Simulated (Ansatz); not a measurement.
F₂H₅NO₂Si₂ (`O[Si@@H](F)N[Si@@H](O)F`), relaxed with RKS PBE0-D4/def2-TZVP in Ansatz 0.2.0 from a GFN2-xTB geometry. The force threshold is 0.005 eV/Å; the program also tests the step.

The species carries charge 0 and has multiplicity 1.

Start:

```xyz
12

O     0.177    2.246   -0.503
Si    0.132    1.498    0.916
F    -1.070    2.071    1.816
N    -0.232   -0.178    0.728
Si    0.266   -1.184   -0.563
O    -0.578   -2.550   -0.421
F    -0.162   -0.448   -1.939
H    -0.240    1.870   -1.276
H     1.368    1.809    1.596
H    -0.624   -0.645    1.528
H     1.694   -1.380   -0.704
H    -0.730   -3.109   -1.178
```

```csv
step,energy (eV),largest force (eV/Å),largest move (Å)
1,-26850.7706,1.040,0.000
2,-26850.8187,0.617,0.031
3,-26850.8487,0.121,0.067
4,-26850.8584,0.148,0.056
5,-26850.8681,0.357,0.125
6,-26850.8731,0.133,0.017
7,-26850.8761,0.033,0.036
8,-26850.8778,0.045,0.044
9,-26850.8784,0.069,0.039
10,-26850.8787,0.035,0.012
11,-26850.8792,0.041,0.051
12,-26850.8794,0.019,0.018
13,-26850.8794,0.007,0.015
14,-26850.8794,0.006,0.003
15,-26850.8794,0.002,0.002
```

End:

```xyz
12

O     0.419    2.180   -0.495
Si    0.118    1.501    0.948
F    -1.211    2.063    1.625
N    -0.092   -0.188    0.743
Si    0.154   -1.133   -0.649
O    -0.692   -2.503   -0.415
F    -0.399   -0.311   -1.910
H    -0.086    1.883   -1.256
H     1.219    1.880    1.846
H    -0.489   -0.694    1.524
H     1.561   -1.418   -0.993
H    -0.502   -3.262   -0.968
```

Hardware: 2 threads of an AMD EPYC 7R13 on a shared host and a share of an NVIDIA H100 80 GB. Wall time 75 s, peak host memory 0.92 GiB.
